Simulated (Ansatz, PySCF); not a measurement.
Al(Cl)(NHMe)(OH) (CH₅AlClNO), SMILES C[NH][Al]([OH])[Cl]. Atoms are numbered in the order given.

```xyz
10

Al     0.2452    -0.0997     0.0000
Cl    -0.5765    -2.0352     0.0000
N     -0.8333     1.2899     0.0000
C     -0.4681     2.6883     0.0000
H     -1.8372     1.1431     0.0000
H     -0.8424     3.2262    -0.8905
H     -0.8424     3.2262     0.8905
H      0.6275     2.7926     0.0000
O      1.9205     0.1559     0.0000
H      2.5943    -0.5241     0.0000
```

Coordinates come from a PBE0-D3(BJ)/def2-SVP optimisation. The structure was generated by enumeration; whether it is a known compound was not checked. Other conformers were not sampled.

Two levels are set side by side: PBE-D3(BJ)/def2-SVP (Ansatz, a program for electronic structure) and PBE0-D3(BJ)/def2-SVP (Ansatz). Each level has its own optimised geometry; the coordinates shown are those of the second. Frequencies come from the Hessian of PySCF at each geometry. Differences are taken from unrounded values.

| quantity | PBE0-D3(BJ) |
|---|---|
| mean bond length (Å) | 1.365 |
| bond Al1–Cl2 (Å) | 2.103 |
| bond Al1–N3 (Å) | 1.759 |
| bond Al1–O9 (Å) | 1.695 |
| bond N3–C4 (Å) | 1.445 |
| bond N3–H5 (Å) | 1.015 |
| bond C4–H6 (Å) | 1.106 |
| bond C4–H7 (Å) | 1.106 |
| bond C4–H8 (Å) | 1.101 |
| bond O9–H10 (Å) | 0.957 |
| highest harmonic wavenumber (cm⁻¹) | 4001 |
| mean harmonic wavenumber (cm⁻¹) | 1280 |
| zero-point energy (kcal/mol) | 43.92 |

Question: What does PBE-D3(BJ) give, and how far is it from PBE0-D3(BJ)? (An estimate is asked for; the answer gives what the named calculation found.)

Answer: 
| quantity | PBE-D3(BJ) | PBE-D3(BJ) minus PBE0-D3(BJ) |
|---|---|---|
| mean bond length (Å) | 1.376 | 0.011 |
| bond Al1–Cl2 (Å) | 2.116 | 0.014 |
| bond Al1–N3 (Å) | 1.773 | 0.014 |
| bond Al1–O9 (Å) | 1.713 | 0.018 |
| bond N3–C4 (Å) | 1.454 | 0.009 |
| bond N3–H5 (Å) | 1.023 | 0.009 |
| bond C4–H6 (Å) | 1.115 | 0.009 |
| bond C4–H7 (Å) | 1.115 | 0.009 |
| bond C4–H8 (Å) | 1.109 | 0.008 |
| bond O9–H10 (Å) | 0.969 | 0.012 |
| highest harmonic wavenumber (cm⁻¹) | 3829 | -172 |
| mean harmonic wavenumber (cm⁻¹) | 1236 | -44 |
| zero-point energy (kcal/mol) | 42.41 | -1.51 |

GGA bonds tend to be longer and softer than those of functionals with exact exchange. Differences between two approximate levels are no errors against the true value.
